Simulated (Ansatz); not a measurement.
Reaction (hydrogen abstraction from a C–H bond): `C[Si](Cl)(Cl)Cl` + H• → `[CH2][Si](Cl)(Cl)Cl`• + H₂

Calculated with Ansatz (gas phase, PBE0-D4/def2-TZVP geometries, no zero-point term in ΔE). CCSD(T)/CBS is the MP2 limit (def2-TZVPP, def2-QZVPP) plus CCSD(T) − MP2 in def2-TZVPP, frozen cores. This one scheme is used for every species, atoms too. Functionals use def2-TZVPP. No spin–orbit coupling; open shells (•) take unrestricted orbitals.

`C[Si](Cl)(Cl)Cl`:

```xyz
8

C     0.211    0.146    1.018
Si   -0.159   -0.110   -0.767
Cl   -1.213    1.467   -1.515
Cl    1.565   -0.293   -1.840
Cl   -1.263   -1.802   -1.037
H     0.803    1.054    1.150
H    -0.719    0.243    1.582
H     0.775   -0.705    1.407
```

`[CH2][Si](Cl)(Cl)Cl`•:

```xyz
7

C    -0.372   -1.121    0.032
Si    0.208    0.600   -0.023
Cl    0.343    1.234   -1.952
Cl   -1.076    1.842    0.960
Cl    2.034    0.755    0.865
H    -1.030   -1.525   -0.728
H    -0.107   -1.786    0.847
```

H₂:

```xyz
2

H     0.219   -0.258    0.158
H    -0.219    0.258   -0.158
```

Question: Is it downhill or uphill in electronic energy at CCSD(T)/CBS, and by how much? (Best estimate.)

Answer: Ansatz gave: Nearly level: ΔE = +0.3 kcal/mol.

Question: What do these levels give: revPBE-D4, r2SCAN0-D4, BHLYP-D4, PBE, r2SCAN, CAM-B3LYP, LC-ωPBE, CCSD/def2-SVP, HF/def2-TZVPP, MP2/def2-TZVPP, CCSD(T)/def2-TZVPP, HF/def2-QZVPP? (Best estimate.)

Answer: Computed: revPBE-D4 -0.4, r2SCAN0-D4 -2.0, BHLYP-D4 -2.2, PBE 1.9, r2SCAN -2.4, CAM-B3LYP -0.9, LC-ωPBE 2.0, CCSD/def2-SVP 2.2, HF/def2-TZVPP -1.1, MP2/def2-TZVPP 5.4, CCSD(T)/def2-TZVPP 0.4, HF/def2-QZVPP -1.3 kcal/mol.

Largest T1 diagnostic among the species: 0.010.

At CCSD(T), def2-SVP lies +2.7 kcal/mol from the extrapolated value and def2-TZVPP +0.1 kcal/mol. From BLYP to BHLYP (50 % exact exchange), in def2-TZVPP and without D4, ΔE moves by +1.1 kcal/mol. Leaving LDA and LC-ωPBE aside and taking each functional with its dispersion term where it has one, the values, not all of them listed here, spread over 6.1 kcal/mol, from BLYP-D4 to PBE-QIDH. LDA lies +4.6 kcal/mol from PBE without D4.
